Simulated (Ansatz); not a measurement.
Coupled-cluster diagnostics for the cluster Mn3⁻, Ansatz.

Geometry of the multiplicity 13 (PBE0-D4/def2-TZVPD):

```tsv
atom	x (Å)	y (Å)	z (Å)
Mn1	1.013	-0.899	0.653
Mn2	0.548	1.042	-0.902
Mn3	-1.561	-0.144	0.249
```

Correlated methods freeze 15 core orbitals; core or outer-core shells of Mn are correlated, in sets that lack core-valence functions. In CCSD on the charge -1 multiplicity 9 the largest single amplitude is 0.28, so its Hartree–Fock determinant may place the open shell otherwise than the density functionals do. The geometry of the multiplicity 9 was relaxed on an unsound state (⟨S²⟩ 23.24, where a pure state has 20.00). The order of the spin states hangs on the level: the multiplicity 13 lies 0.05 eV below the multiplicity 9 at PBE0-D4/def2-TZVPD, but 0.36 eV above it at CCSD(T)/def2-SVPD. The multiplicity 9 is doubtful at PBE0-D4/def2-TZVPD (⟨S²⟩ 24.38, where a pure state has 20.00). The multiplicity 13 is doubtful at PBE0-D4/def2-TZVPD (⟨S²⟩ 43.77, where a pure state has 42.00). The multiplicity 9 is doubtful at CCSD(T)/def2-SVPD (⟨S²⟩ 25.67, where a pure state has 20.00). The multiplicity 13 is doubtful at CCSD(T)/def2-SVPD (⟨S²⟩ 45.17, where a pure state has 42.00). The structure comes from a short search, and lower isomers may exist.

Geometry of the charge -1 multiplicity 9 (PBE0-D4/def2-TZVPD):

Cartesian coordinates in Å:
```
Mn -0.064 -1.266 0.920
Mn -0.887 0.943 0.281
Mn 0.951 0.323 -1.201
```

Question: Estimate the CCSD(T) correlation energy, the shares of MP2 and (T), T1 and the reference's ⟨S²⟩ for: charge -1, multiplicity 9, own geometry in def2-SVPD; and the rough time on 4 threads of Arm Neoverse V2 on a shared host.

Answer: 
```tsv
state	basis	correlation (eV)	MP2 share (%)	(T) share (%)	T1	⟨S²⟩ (pure)	wall time	remarks
charge -1, multiplicity 9, own geometry	def2-SVPD	-20.503	90.2	3.2	0.048	25.67 (20.00)	16 s	flagged by the program, spin-contaminated (⟨S²⟩ 25.67)
```
Customary marks for T1 are 0.02 (closed shells), 0.045 (open shells) and about 0.05 (3d metals). T1 exceeds 0.02 in 1 of 1 rows and 0.045 in 1; the higher it lies, the less the single-reference result can be trusted.
